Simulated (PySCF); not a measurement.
## Lu(SH)3: from a saddle point downhill

PySCF 2.14.0, RKS PBE0, Lu lcecp-1-SVP with ECP60, S def2-SVP, H def2-SVP; non-relativistic Hamiltonian with scalar-relativistic core potentials where named; density fitting; no spin-orbit coupling. Relaxed within the symmetry of its start, the geometry (C3v) is

```xyz
7

Lu    0.0000    0.0000   -0.2474
S     2.4465    0.0000    0.3969
H     2.1919    0.0000    1.7255
S    -1.2233    2.1187    0.3969
H    -1.0960    1.8983    1.7255
S    -1.2232   -2.1187    0.3969
H    -1.0959   -1.8983    1.7255
```

and its lowest harmonic modes are -283, -219, -219, 57, 89, 89 cm⁻¹ (negative: unstable). It was moved along the lowest mode and relaxed again, within the group C3 that the move left.

Task: Where does it end, and how much lower?

Result: In C3, nearly C3h, 0.452 eV lower, after 22 steps:
```xyz
7

Lu    0.0000    0.0000    0.8438
S     2.4847   -0.4378    0.8538
H     2.8028    0.8786    0.9048
S    -0.8632    2.3707    0.8538
H    -2.1623    1.9880    0.9048
S    -1.6215   -1.9329    0.8538
H    -0.6405   -2.8666    0.9048
```

Task: How do the contacts change?

Result: 
| contact | saddle (Å) | end (Å) |
| --- | --- | --- |
| Lu1–S2 (SH) | 2.530 | 2.523 |
| Lu1–S4 (SH) | 2.530 | 2.523 |
| Lu1–S6 (SH) | 2.530 | 2.523 |


Task: Is the end a minimum?

Result: Yes; lowest modes 35, 61, 61, 152, 192, 192 cm⁻¹.

An lcecp potential fixes the number of 4f electrons, so in runs with it no electron can move into or out of that shell.

State: singlet in the valence, with the 4f electrons in the core potential.
